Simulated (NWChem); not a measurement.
System: GeNH5O; SMILES [OH][GeH2][NH2]

```xyz
8

Ge    -0.3428     0.0086     0.0000
N      0.6444    -1.5159     0.0000
O      0.7636     1.4154     0.0000
H     -1.1989     0.0257     1.2808
H     -1.1989     0.0257    -1.2808
H      1.2210    -1.6503    -0.8261
H      1.2210    -1.6503     0.8261
H      0.3053     2.2624     0.0000
```
Atoms are numbered in this order, from 1.

Program: NWChem. Pople sets run with spherical d functions. Structure relaxed at the PBE0/def2-SVP level. Ions are spin-unrestricted doublets at the neutral geometry; other ion states weren't tried. Functional: LC-ωPBE (HJS hole) with 6-31G*; rows give the range parameter ω in 1/bohr.

Task: At which range parameter does −ε(HOMO) equal the ΔSCF ionisation energy (optimal tuning)?

Result: about 0.39 per bohr, by linear interpolation in these runs:
```
range parameter (1/bohr)  vertical ionisation energy, ΔSCF (eV)  −ε(HOMO) (eV)  ΔSCF minus −ε(HOMO) (eV)
------------------------  -------------------------------------  -------------  ------------------------
0.20                                                       9.97           8.60                      1.37
0.25                                                      10.05           9.12                      0.93
0.35                                                      10.11           9.96                      0.15
0.80                                                      10.06          11.71                     -1.65
```
